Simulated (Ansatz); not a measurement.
System: GeH$_{3}$Se, charge 0, doublet. GeH3Se (SMILES [Se][GeH3], doublet).
B3LYP-D3(BJ)/def2-TZVP minimum from Ansatz (an electronic-structure program):
```
Ge
H 1 1.5373
H 1 1.5373 2 110.22
H 1 1.5388 2 110.17 3 -121.78
Se 1 2.3657 2 110.58 3 122.58
```
Charge 0, spin multiplicity 2.

Atomisation energy term by term, kcal/mol (programs: Ansatz). Open shells are spin-unrestricted; no spin-orbit coupling. Cores are frozen in correlated methods (noble-gas shells, and filled d and f shells in the p block). No relativity. CBS(X,Y): correlation extrapolated as X^-3, Hartree-Fock from the larger set. A bracket is a step between two methods taken in the basis named. Where a partner has so few electrons that a lower coupled-cluster level is exact, that level stands in.

```tsv
term	basis	kcal/mol
Hartree-Fock	cc-pVQZ	199.37
CCSD correlation	CBS(cc-pVTZ,cc-pVQZ)	71.90
(T)	CBS(cc-pVTZ,cc-pVQZ)	3.35
CCSDT(Q) - CCSD(T)	cc-pVTZ	0.27
CCSDTQ - CCSDT(Q)	cc-pVDZ	0.00
sum: De		274.9
```

The step beyond CCSD(T) by other levels: CCSDTQ in cc-pVDZ 0.40; CCSDT(Q) in cc-pVDZ 0.41 kcal/mol.
